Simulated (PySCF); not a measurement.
# Worked example: oscillator strength and radiative lifetime

Si(H)2(Me)(PH2) (CH₇PSi), SMILES C[SiH2]P.

The structure is a stationary point at PBE-D3(BJ)/def2-SVP. The values are those of a single conformer.

PySCF with TDA-PBE0/def2-SVPD puts the first singlet state with f over 0.02 at 6.60 eV (vertical), with the transition dipole (0.413, 0.356, 0.000) in atomic units.

Find the oscillator strength, the wavelength and the radiative lifetime that this transition would have in vacuum if emission retraced absorption.


|μ|² = 0.2973 au, so |μ| = 1.39 D. ΔE = 6.60/27.211 = 0.2425 hartree. f = (2/3) ΔE |μ|² = 0.048 (the program prints 0.048).
λ = 1239.84/6.60 = 188 nm; ν = 53233 cm⁻¹.
Einstein's coefficient A = 0.6670 ν² f s⁻¹ (ν in cm⁻¹) = 9.1e7 s⁻¹, so τ = 1/A = 11 ns. This state is S2; the lower singlet has f = 0.012. The figure is the radiative limit of this one transition; relaxation, internal conversion, crossing to triplets and a medium change what is measured.
